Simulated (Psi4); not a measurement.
C2H7Al (SMILES [CH3][AlH][CH3]), singlet, at a GFN2-xTB geometry (such geometries of metal compounds can be far from the true shape). Base run: CCSD(T)/6-31G (Psi4).

Input for Psi4:
```
memory 2 GB

molecule {
0 1
  Al    0.35298301   -0.09679108   -0.29438078
  C    -0.54675057   -1.67224407    0.52286895
  H    -0.14101575   -2.60677352    0.11529983
  H    -1.62818961   -1.69634184    0.34377780
  H    -0.42176746   -1.72806399    1.61066284
  C    -0.04540479    1.83461833   -0.02902321
  H     0.68048984    2.45884494   -0.56521044
  H    -0.00927651    2.14534959    1.02183624
  H    -1.03660266    2.12796203   -0.39441129
  H     1.52051514   -0.41693876   -1.26807926
}

set basis 6-31g

energy('ccsd(t)')
print_variables()
```

Variants of this job, named by their change:

| change | ΔE vs base (mEh) | MP2 correlation (Eh) | CC correlation without the perturbative part (Eh) | basis functions |
|---|---|---|---|---|
| base | 0.000 | -0.22783 | -0.26629 | 45 |
| cc_type = df | 0.008 | -0.22777 | -0.26630 | 45 |
| method = fno-ccsd(t) | 0.000 | -0.22783 | -0.26629 | 45 |
| method = mp2.5 | 30.550 | -0.22777 | - | 45 |
| method = cisd | 31.146 | -0.22783 | - | 45 |
| method = mp3 | 17.175 | -0.22777 | - | 45 |
| freeze_core = on | 6.486 | -0.22115 | -0.25997 | 45 |
| method = ccsd | 5.380 | -0.22783 | -0.26629 | 45 |
| method = mp2 | 43.925 | -0.22777 | - | 45 |
| method = qcisd(t) | -0.130 | -0.22783 | - | 45 |
